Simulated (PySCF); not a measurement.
Computed shifts of a molecule CH₉NSi₂, PBE/pcSseg-1 (PySCF), GIAO, gas phase, atoms alike by connectivity averaged where their shifts nearly agree, in ppm (number of nuclei): ¹³C: 2.0 (1). ²⁹Si: -20.7 (1), -116.8 (1). ¹⁵N: 17.8 (1). ¹H: 5.48 (1), 3.60 (3), 0.72 (3), 0.19 (1), -0.26 (1). References: ¹³C against TMS (σ = 182.0 ppm); ²⁹Si against TMS (σ = 335.4 ppm); ¹⁵N against NH3 (σ = 267.0 ppm); ¹H against TMS (σ = 31.49 ppm), references at their B3LYP-D3(BJ)/def2-TZVP geometries, non-relativistic. Geometry optimised at PBE0-D3(BJ)/def2-SVP. Other conformers were not sampled.

Task: Which molecule gave these data?
A. N[SiH2]C[SiH3]
B. NC[SiH2][SiH3]
C. C[SiH2]N[SiH3]
D. C[Si@@H](N)[SiH3]

Result: D, C[Si@@H](N)[SiH3]
